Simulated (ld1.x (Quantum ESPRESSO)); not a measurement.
**vanadium (V), RRKJ: configuration errors across variants**

ld1.x (Quantum ESPRESSO) 7.5 input, shortened:

```
&input
   title='V', zed=23., rel=1, dft='PZ', iswitch=3,
   config='[Ar] 3d3 4s2 4p0'
 /
 &inputp
   pseudotype=2, tm=.false., rho0=0.001, lloc=1,
   nlcc=.true., rcore=1.20
 /
3
4S  1  0   2.00   0.00  2.95  2.95  0.0
3D  3  2   3.00   0.00  1.85  1.85  0.0
4P  2  1   0.00   0.00  2.40  2.40  0.0
 &test
   configts(1)='3d3 4s2 4p0'
 /
```

All-electron excitation energies from the reference (eV): (1) 3d3 4s1 4p0 7.941; (2) 3d3 4s0 4p0 22.486; (3) 3d2 4s0 4p0 51.645; (4) 3d4 4s1 4p0 0.541; (5) 3d3 4s1 4p1 3.409; (6) 3d2 4s2 4p0 11.218; (7) 3d3 4s0 4p1 12.118; (8) 3d3 4s2 4p0 spin -1.628; (9) 3d3 4s1 4p0 spin 5.572.

Spin tests fill each open shell by Hund’s rule, majority spin first.

2 further variants failed, have other tests or too few solved ones, and are left out.

A true bound ghost makes a file unfit for plane-wave use even where its test errors are small: the radial tests pick states by their node count and pass the ghost by.

Errors AE − PS in meV (a dash: test not solved or not reliable):

| change | (1) | (2) | (3) | (4) | (5) | (6) | (7) | (8) | (9) | bound ghosts |
| --- | --- | --- | --- | --- | --- | --- | --- | --- | --- | --- |
| base | -6.5 | -37 | -452 | -208 | -1.1 | -357 | -2.3 | +257 | +267 | s |
| wave 4s (bound): rc 2.95 bohr becomes 4s (bound): rc 2.66 bohr | -6.7 | -38 | -438 | -212 | -1.1 | -362 | -2.7 | +257 | +266 | s |
| wave 4s (bound): rc 2.95 bohr becomes 4s (bound): rc 3.14 bohr | -6.6 | -38 | -470 | -204 | -1.3 | -351 | -3.4 | +258 | +268 | s |
| wave 4s (bound): rc 2.95 bohr becomes 4s (bound): rc 3.58 bohr | -7.3 | -48 | -529 | -191 | -2.5 | -328 | -9.8 | +258 | +270 | s |
| wave 4s (bound): rc 2.95 bohr becomes 4s (bound): rc 3.86 bohr | -7.8 | -54 | -558 | -186 | -3.2 | -316 | -14 | +258 | +272 | s |

(1) Give the same row for: wave 4s (bound): rc 2.95 bohr becomes 4s (bound): rc 4.38 bohr.

Results:

(1) -5.1, -33, -506, -191, -1.4, -330, -1.6, +258, +271; bound ghosts: s.
